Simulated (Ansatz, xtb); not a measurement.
**Two isomers of C3H9AlO3**

Structure a is `CC(C)[O][Al]([OH])[OH]`, a singlet and structure b is `CC[O][Al]([OH])[O]C`, a singlet. Both are isolated molecules in the gas phase, relaxed with PBE0-D4/def2-SVP; the shapes shown needn't be the lowest conformers.

a (Å):

| atom | x (Å) | y (Å) | z (Å) |
| --- | --- | --- | --- |
| C | -0.3698 | -1.7341 | -0.6778 |
| C | 0.1393 | -0.3029 | -0.6014 |
| C | 0.4023 | 0.1363 | 0.8309 |
| Al | -2.3757 | 0.9872 | -0.9150 |
| O | -0.7629 | 0.5739 | -1.2275 |
| O | -3.1764 | 2.1080 | -1.9035 |
| O | -3.1910 | 0.2767 | 0.3936 |
| H | 0.3596 | -2.4451 | -0.2600 |
| H | -1.3103 | -1.8334 | -0.1103 |
| H | -0.5621 | -2.0149 | -1.7245 |
| H | 1.0893 | -0.2401 | -1.1654 |
| H | 1.1647 | -0.4946 | 1.3133 |
| H | -0.5248 | 0.0699 | 1.4246 |
| H | 0.7561 | 1.1783 | 0.8510 |
| H | -2.7659 | 2.5394 | -2.6543 |
| H | -4.1013 | 0.4661 | 0.6250 |

b (Å):

```tsv
atom	x (Å)	y (Å)	z (Å)
C	-1.8699	-0.9169	-3.2669
C	-2.3571	-1.3237	-1.8898
C	1.2339	-1.1588	1.5186
Al	-0.3971	0.1702	-0.4266
O	-1.4004	-1.1048	-0.8981
O	-0.5688	1.7032	-1.1313
O	0.7816	-0.0915	0.7528
H	-0.9595	-1.4769	-3.5340
H	-2.6322	-1.1193	-4.0355
H	-1.6346	0.1596	-3.2938
H	-2.6189	-2.3975	-1.8891
H	-3.2905	-0.7769	-1.6530
H	-0.0267	2.4578	-0.8970
H	0.6870	-2.0980	1.3151
H	2.3056	-1.3490	1.3280
H	1.1286	-0.9386	2.5963
```

Problem. Estimate E(b) − E(a) at the level CCSD(T)/def2-SVP + ΔMP2/def2-TZVPP.

Solution. Calculated at CCSD(T)/def2-SVP + ΔMP2/def2-TZVPP: E(b) − E(a) = +0.825 eV, so structure a lies lower.

The same difference at several levels:

```csv
level,geometry,E(b) − E(a) (eV),departure from the last row (eV),"job, with rough time for the two"
PBE0-D4/def2-SVP,PBE0-D4/def2-SVP,+0.682,−0.143,"optimisation, 2.9 min"
HF/def2-SVP,PBE0-D4/def2-SVP,+0.526,−0.299,part of the CCSD(T) run
MP2/def2-SVP,PBE0-D4/def2-SVP,+0.797,−0.027,part of the CCSD(T) run
CCSD(T)/def2-SVP,PBE0-D4/def2-SVP,+0.727,−0.097,single point
CCSD(T)/def2-SVP + ΔMP2/def2-TZVPP,PBE0-D4/def2-SVP,+0.825,,"single point, 2.6 min"
```

As drawn, b has 1 C–O, 1 C–H in place of 1 C–C, 1 O–H.

The levels shown agree on the order. The largest departure from CCSD(T)/def2-SVP + ΔMP2/def2-TZVPP is that of HF/def2-SVP, 0.299 eV. Levels run at GFN2-xTB geometries aren't shown. The last row adds to CCSD(T) the change of the MP2 difference between the two basis sets, here +0.097 eV.

With thermal terms from frequencies at re-optimised GFN2-xTB minima (ideal gas, soft modes damped towards free rotors, one conformer each, 298.15 K, 1 atm): on the last row, ΔE + ΔZPE = +0.834, ΔH = +0.842, ΔG = +0.813 eV.

The correlated steps freeze 11 core orbitals. Programs: Ansatz 0.2.0, xtb 6.7.1; the last row on 2 threads of Arm Neoverse V2 on a shared host.
